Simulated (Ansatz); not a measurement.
Isolated molecules relaxed with PBE0-D4/def2-TZVP in Ansatz; ΔE leaves out vibrations. CCSD(T)/CBS is the MP2 limit (def2-TZVPP, def2-QZVPP) plus CCSD(T) − MP2 in def2-TZVPP, frozen cores. This one scheme is used for every species, atoms too. Functionals use def2-TZVPP. B3LYP here is the variant with VWN-RPA as its local correlation; programs differ in this. No spin–orbit coupling; open shells (•) take unrestricted orbitals. Spin–orbit coupling would lower the free atoms: a little for Cl. Elements past krypton have def2 core potentials. For Br, Sn outer-core shells are correlated without core-valence functions, so the limit isn't a true one: a few kJ/mol of doubt a bond, and 10 to 20 or more in all where bonds break to atoms. Scalar relativity is left out up to krypton. One conformer a species, not always the lowest.

Consider the hydrogen abstraction from the Sn–H bond: `[OH][SnH]([F])[Br]` + Cl• → `[OH][Sn]([F])[Br]`• + HCl.

| level | ΔE (kJ/mol) | difference from CCSD(T)/CBS |
| --- | --- | --- |
| PBE-D4 | -165.1 | -39.6 |
| r2SCAN-D4 | -151.1 | -25.6 |
| PBE0-D4 | -142.8 | -17.3 |
| B3LYP-D4 | -143.9 | -18.4 |
| ωB97X-V | -125.9 | -0.4 |
| ωB97M-V | -136.8 | -11.3 |
| B2PLYP | -136.0 | -10.5 |
| PBE | -165.9 | -40.4 |
| r2SCAN | -151.4 | -25.9 |
| PBE0 | -143.6 | -18.1 |
| B3LYP | -145.1 | -19.6 |
| HF/def2-TZVPP | -72.4 | 53.1 |
| MP2/def2-TZVPP | -130.1 | -4.6 |
| SCS-MP2/def2-TZVPP | -118.0 | 7.5 |
| CCSD/def2-TZVPP | -112.4 | 13.1 |
| CCSD(T)/def2-TZVPP | -119.2 | 6.3 |
| HF/def2-QZVPP | -73.5 | 52.0 |
| MP2/def2-QZVPP | -134.1 | -8.6 |
| SCS-MP2/def2-QZVPP | -121.5 | 4.0 |
| HF/CBS(def2) | -73.7 | 51.8 |
| MP2/CBS(def2) | -136.4 | -10.9 |
| CCSD/CBS(def2) | -118.7 | 6.8 |
| CCSD(T)/CBS | -125.5 | 0 |

Largest T1 diagnostic among the species: 0.016.

From PBE to PBE0 (25 % exact exchange), in def2-TZVPP and without D4, ΔE moves by +22.4 kJ/mol. In def2-TZVPP, CCSD(T) changes the Hartree–Fock value by −46.8 kJ/mol (the triples alone add −6.8 kJ/mol) and MP2 by −57.7 kJ/mol.

CCSD(T)/CBS has its own doubt, a few kJ/mol and more with outer-core shells, so smaller differences from it don't rank the levels.
